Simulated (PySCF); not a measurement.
**Excitation energy of C by level of theory**

C [He] 2s2 2p2 (3P) → C [He] 2s1 2p3 (5S), as a difference of total energies. Calculation: PySCF 2.14, in def2-QZVPPD; the non-relativistic Hamiltonian (point nucleus). Correlated levels: valence and next inner shell: nothing frozen. The calculations carry no spin-orbit coupling.

```json
{"method": "UHF", "excitation energy (eV)": "2.571"}
{"method": "MP2 (valence and next inner shell)", "excitation energy (eV)": "3.735"}
{"method": "SCS-MP2 (valence and next inner shell)", "excitation energy (eV)": "4.327"}
{"method": "CCSD (valence and next inner shell)", "excitation energy (eV)": "4.048"}
{"method": "CCSD(T) (valence and next inner shell)", "excitation energy (eV)": "4.105"}
```

Errors of the correlated levels include the incompleteness of this basis.

Q: Which method comes closest to the reference value, and which is furthest?

A: The reference is 4.179 eV (measured; NIST levels, between the centres of gravity of the two terms). Closest: CCSD(T) (valence and next inner shell) (error -0.074 eV); furthest: UHF (error -1.608 eV).
